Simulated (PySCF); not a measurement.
**Correlation energy of Bi³⁺ (bismuth, charge +3)**

[Xe] 4f14 5d10 6s2, closed-shell 1S. Calculation: PySCF 2.14, in x2c-TZVPPall with one added diffuse shell each of s, p, d, f type (12s8p7d4f, 99 functions); scalar relativity by spin-free X2C-1e. Frozen: [Kr] 4d10 4f14; 20 electrons correlated.

| level | correlation energy (mhartree) |
| --- | --- |
| CCSD | -422.46 |
| (T) | -7.19 |
| CCSD(T) | -429.65 |

Diagnostics: T1 = 0.0060, D1 = 0.0153, largest double amplitude 0.056.

Cost of the coupled-cluster step: of the order of 5 core-seconds, for 20 correlated electrons.

Iterations:

```
CC2 = 0
CCSD nocc = 10, nmo = 69
frozen orbitals [0, 1, 2, 3, 4, 5, 6, 7, 8, 9, 10, 11, 12, 13, 14, 15, 16, 17, 18, 19, 20, 21, 22, 24, 25, 26, 27, 28, 29, 30]
max_cycle = 100
direct = 0
conv_tol = 1e-08
conv_tol_normt = 1e-06
diis_space = 8
diis_start_cycle = 0
Init t2, MP2 energy = -21527.9185505165  E_corr(MP2) -0.450280211504035
Init E_corr(CCSD) = -0.45028021150665
cycle = 1  E_corr(CCSD) = -0.413005982580922  dE = 0.0372742289  norm(t1,t2) = 0.0305929
cycle = 2  E_corr(CCSD) = -0.422775143051533  dE = -0.00976916047  norm(t1,t2) = 0.00801044
cycle = 3  E_corr(CCSD) = -0.42199701320286  dE = 0.000778129849  norm(t1,t2) = 0.00214738
cycle = 4  E_corr(CCSD) = -0.422446381318706  dE = -0.000449368116  norm(t1,t2) = 0.000663027
cycle = 5  E_corr(CCSD) = -0.422461163902807  dE = -1.47825841e-05  norm(t1,t2) = 5.4214e-05
cycle = 6  E_corr(CCSD) = -0.422455191287686  dE = 5.97261512e-06  norm(t1,t2) = 1.1646e-05
cycle = 7  E_corr(CCSD) = -0.42245576719359  dE = -5.75905904e-07  norm(t1,t2) = 1.5535e-06
cycle = 8  E_corr(CCSD) = -0.422455858876904  dE = -9.16833136e-08  norm(t1,t2) = 1.52934e-07
cycle = 9  E_corr(CCSD) = -0.422455857877599  dE = 9.9930525e-10  norm(t1,t2) = 2.15138e-08
CCSD converged
E(CCSD) = -21527.89072616288  E_corr = -0.4224558578775985
CCSD(T) correction = -0.00718618947827643
```

This basis was not built for core-valence correlation, so the inner-shell part is incomplete.
